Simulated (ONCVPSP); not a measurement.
## Sr (Z = 38): one change to an ONCV potential, before and after

strontium (Sr), optimised norm-conserving Vanderbilt (ONCV), made with ONCVPSP 4.0.1 (LDA (Perdew-Wang 92), scalar-relativistic). Core [Ar] 3d10, reference 4s2 4p6 5s2. Waves: 4s+5s: rc 2.45 bohr, ncon 3, nbas 6, qcut 6.5 1/bohr, 2 projectors; 4p: rc 1.90 bohr, ncon 5, nbas 9, qcut 5.8 1/bohr, 3 projectors, debl 1.6 Ha; d scattering state at 0.03 Ha: rc 2.60 bohr, ncon 3, nbas 6, qcut 3.2 1/bohr, 2 projectors, debl 2.5 Ha. Local part: polynomial inside 1.70 bohr (lpopt 5, dvloc0 0 Ha). Core correction: Teter function, fcfact 4.5, rcfact 1.1.

In the d channel the program set the typed energies aside and used 0.050, 2.550 Ha.

Change: p: qcut 5.4.

Cutoffs: the cutoffs (Ha) at which the residual kinetic energy of the hardest occupied pseudo-wave falls to 1 and 0.1 mHa per electron; they do not see the model core or the augmentation charge, which bear on the density cutoff. Errors are all-electron minus pseudo energies relative to the spin-unpolarised reference configuration.

How do hardness, ghosts and transferability respond?

The potential gets neither clearly harder nor softer (12 Ha and 22 Ha → 11 Ha and 38 Ha); the errors of the 4 common tests hardly move; neither file shows a bound ghost.

| quantity | base | changed |
| --- | --- | --- |
| cutoff, loose | 12 Ha | 11 Ha |
| cutoff, tight | 22 Ha | 38 Ha |
| loose cutoff by channel | s 9.1 Ha, p 12 Ha | s 9.1 Ha, p 11 Ha |
| bound ghosts | none | none |
| GHOST(+) flags under 300 eV | d at 293.5 eV | d at 293.5 eV |
| error for 4s2 4p6 5s1, meV [ΔE 6.06 eV] | -0.7 | -0.7 |
| error for 4s2 4p6 5s0, meV [ΔE 17.24 eV] | -3.4 | -3.3 |
| error for 4s2 4p6 5s1.5, meV [ΔE 2.41 eV] | -0.2 | -0.2 |
| error for 4s1 4p6 5s2, meV [ΔE 47.08 eV] | -191 | -187 |
| s: phases at 2.49 bohr within 0.05 rad from the reference energy up to (Ha; the scan ends near 5) | 3.6 | 3.6 |
| p: phases at 1.92 bohr within 0.05 rad from the reference energy up to (Ha; the scan ends near 5) | to the end of the scan | to the end of the scan |
| d: phases at 2.64 bohr within 0.05 rad from the reference energy up to (Ha; the scan ends near 5) | 1.3 | 1.3 |
| rms error of d²Exc/dni dnj with the model core, mHa | 1.64 | 1.64 |
